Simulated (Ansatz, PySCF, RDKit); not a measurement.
Pair of molecules: H2S (SMILES S) (first 3 atoms) with AsH3 (SMILES [AsH3]); geometry from B3LYP-D3(BJ)/def2-TZVP.
(charge 0, multiplicity 1):
```tsv
atom	x (Å)	y (Å)	z (Å)
S	0.5924	0.2536	-0.7813
H	-0.3709	1.0690	-0.3243
H	-0.2505	-0.7879	-0.8633
As	-0.3033	-0.3111	2.8436
H	0.2518	-1.6632	2.4149
H	-0.3263	-0.7188	4.3157
H	1.0896	0.2914	2.9646
```

Monomers are frozen at their geometry in the pair; levels with a basis set take the counterpoise correction. RDKit's UFF carries no charges.

The values were computed with Ansatz (a quantum-chemistry and plane-wave program) with Gaussian orbitals; PySCF for the dispersion terms; RDKit for the force fields. Values without a source in brackets are computed.

Task: One of these levels gives -104.0 meV for the interaction energy. Which one is it?
A. BHLYP-D4/def2-TZVPPD
B. UFF
C. SVWN5/def2-TZVPPD

Result: C, SVWN5/def2-TZVPPD. The others give -27.1 (UFF), -65.2 (BHLYP-D4/def2-TZVPPD)
